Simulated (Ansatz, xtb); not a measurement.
# Relative energy of two isomers of C5H6O3S

We compare a, `C[S@](=O)C1=CCC(=O)O1`, a singlet, with b, `O=COC1=C[S@](=O)CC1`, a singlet. Both are isolated molecules in the gas phase, relaxed with PBE-D3(BJ)/def2-SVP; the shapes shown needn't be the lowest conformers.

a (Å):

```xyz
15

C    -2.2639    0.4610   -2.1956
C    -0.5886    0.3494   -0.0867
C    -0.4441    1.0306    1.0657
C     0.9915    1.4583    1.1288
C     1.5939    0.8942   -0.1603
O    -3.1806   -0.0250    0.3247
O     2.7052    0.9526   -0.6049
O     0.5546    0.2224   -0.8485
S    -2.1021   -0.5021   -0.6255
H    -1.3419    0.3352   -2.7959
H    -2.4326    1.5171   -1.9123
H    -3.1431    0.0502   -2.7261
H    -1.2455    1.2098    1.7907
H     1.1445    2.5595    1.1493
H     1.5517    1.0553    2.0012
```

b (Å):

```xyz
15

C     2.0469   -0.9796    1.1969
C     0.6313    0.0315   -0.4780
C     1.3825    1.0943   -0.8355
C    -0.9576    1.1163   -1.9495
C    -0.6684   -0.1883   -1.2102
O     2.9505   -0.1854    1.1548
O     0.8969   -0.9556    0.4524
O     0.4421    3.4797   -1.8274
S     0.6730    2.0368   -2.2278
H     1.9924   -1.8800    1.8578
H     2.3652    1.3777   -0.4449
H    -1.4721    0.9999   -2.9211
H    -1.4953    1.8559   -1.3223
H    -0.5555   -1.0412   -1.9149
H    -1.4726   -0.4747   -0.4995
```

Q: Which of the two would you expect CCSD(T)/def2-SVP + ΔMP2/def2-TZVPP electronic energies to favour?

A: Too close to call at this level: CCSD(T)/def2-SVP + ΔMP2/def2-TZVPP gives E(b) − E(a) = +7.67 kJ/mol.

The same difference at several levels:

| level | geometry | E(b) − E(a) (kJ/mol) | departure from the last row (kJ/mol) | job, with rough time for the two |
| --- | --- | --- | --- | --- |
| GFN2-xTB | GFN2-xTB | +13.30 | +5.63 | optimisation, 0.21 s |
| HF/STO-3G | GFN2-xTB | +25.35 | +17.67 | single point, 0.44 s |
| r2SCAN-D4/def2-SVP | GFN2-xTB | +13.74 | +6.07 | single point, 4.1 s |
| PBE-D3(BJ)/def2-SVP | PBE-D3(BJ)/def2-SVP | +10.66 | +2.99 | optimisation, 31 s |
| HF/def2-SVP | PBE-D3(BJ)/def2-SVP | +10.83 | +3.16 | part of the CCSD(T) run |
| MP2/def2-SVP | PBE-D3(BJ)/def2-SVP | +7.67 | 0.00 | part of the CCSD(T) run |
| CCSD(T)/def2-SVP | PBE-D3(BJ)/def2-SVP | +7.35 | −0.32 | single point |
| CCSD(T)/def2-SVP + ΔMP2/def2-TZVPP | PBE-D3(BJ)/def2-SVP | +7.67 |  | single point, 2.2 min |

As drawn, both hold the same kinds of bond in the same numbers. Structure a has 1 methyl group, b 0.

The largest departure from CCSD(T)/def2-SVP + ΔMP2/def2-TZVPP is that of HF/STO-3G, 17.67 kJ/mol. The last row adds to CCSD(T) the change of the MP2 difference between the two basis sets, here +0.32 kJ/mol.

With thermal terms from frequencies at re-optimised GFN2-xTB minima (ideal gas, soft modes damped towards free rotors, one conformer each, 298.15 K, 1 atm): the zero-point term adds +3.19 kJ/mol; ΔH is +9.84 and ΔG +11.44 kJ/mol.

The correlated steps freeze 13 core orbitals. Run with Ansatz 0.2.0, xtb 6.7.1; the last row on 4 threads of Arm Neoverse V2 on a shared host.
